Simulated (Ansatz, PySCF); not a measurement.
Breaking the Ge1–H2 bond in ClGeH (SMILES [Cl][GeH]) (multiplicity 1 held, fragments rigid). Energies count from the point at 1.606 Å.
Geometry at that point (charge 0, multiplicity 1):
```xyz
3

Ge     0.5286    -0.1625     0.5049
H      1.6204    -0.3833    -0.6516
Cl    -1.0904     0.3284    -0.9121
```

Unrestricted levels (U-) break spin symmetry where that is lower. Active spaces are followed from a long bond inwards. Curves can end on different states.

Cores are frozen in the correlated methods. Filled d and f shells under p-block atoms count as core. Rows in 3-21G carry no dispersion term and start afresh at each structure; the Pople sets are all-electron and without relativity.

Programs: Ansatz (Gaussian basis) for Hartree–Fock, density functionals and correlated methods; PySCF for 3-21G rows. Each number belongs to the level named beside it.

Energies in eV.

```
R (Å)  R-HF/3-21G  U-PBE/def2-TZVPP  U-SCS-MP2/def2-TZVPP  FIC-NEVPT4(SD) on CASSCF(2,2)/def2-TZVPP  FIC-MRCISD+Q on CASSCF(2,2)/def2-TZVPP
-----  ----------  ----------------  --------------------  ----------------------------------------  --------------------------------------
1.285        1.02              1.13                  1.17                                      1.12                                    1.10
1.445        0.18              0.23                  0.24                                      0.21                                    0.21
1.606        0.00              0.00                  0.00                                      0.00                                    0.00
1.766        0.17              0.11                  0.12                                      0.13                                    0.14
1.927        0.51              0.38                  0.46                                      0.43                                    0.45
2.168        1.17              0.90                  1.20                                      0.99                                    1.01
2.408        1.88              1.43                  2.07                                      1.53                                    1.56
2.810        3.01              2.21                  2.66                                      2.23                                    2.27
3.211        3.99              2.65                  2.86                                      2.65                                    2.69
3.693        4.94              2.86                  2.93                                      2.87                                    2.92
4.335        5.88              2.93                  2.95                                      2.95                                    3.00
5.138        6.59              2.94                  2.96                                      2.97                                    3.02
```

Doubts at one or more of the structures used: a restricted determinant that unrestricted orbitals would lower (R-HF/3-21G); a spin-contaminated determinant (U-PBE/def2-TZVPP, U-SCS-MP2/def2-TZVPP).

Ansatz is an electronic-structure program.
